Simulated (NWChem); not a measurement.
# TiN2H4S; SMILES [S]=[Ti]([NH2])[NH2]

```xyz
8

Ti     0.3022     0.2210     0.0000
S     -0.0196    -1.8425     0.0000
N     -0.0878     1.0658    -1.6448
H     -0.2247     2.0746    -1.7891
H     -0.3553     0.5710    -2.5038
N     -0.0878     1.0658     1.6448
H     -0.2247     2.0746     1.7891
H     -0.3553     0.5710     2.5038
```
Atoms are numbered in this order, from 1.

Level: PBE-D3(BJ)/def2-SVP (NWChem), optimised geometry, unscaled harmonic frequencies. 

```tsv
frequency (cm⁻¹)	IR intensity (km/mol)
80	5.0
160	0.0
166	5.1
365	0.4
388	25.8
428	1.9
459	0.4
509	40.4
529	295.4
580	35.2
693	140.8
733	139.7
1437	40.6
1443	15.6
3436	68.2
3438	22.2
3535	22.6
3536	16.6
```

| Property | Value |
|---|---|
| zero-point energy | 31.3 kcal/mol |
| thermal correction to the enthalpy at 298.15 K (with zero-point energy) | 36.2 kcal/mol |
| heat capacity Cv | 22.8 cal/(mol K) |
| entropy at 298.15 K and 1 atm (symmetry number 1) | 81.6 cal/(mol K) |
| dipole moment | 4.87 D |

Rigid rotor and harmonic oscillator; modes under 100 cm⁻¹ make the entropy uncertain.
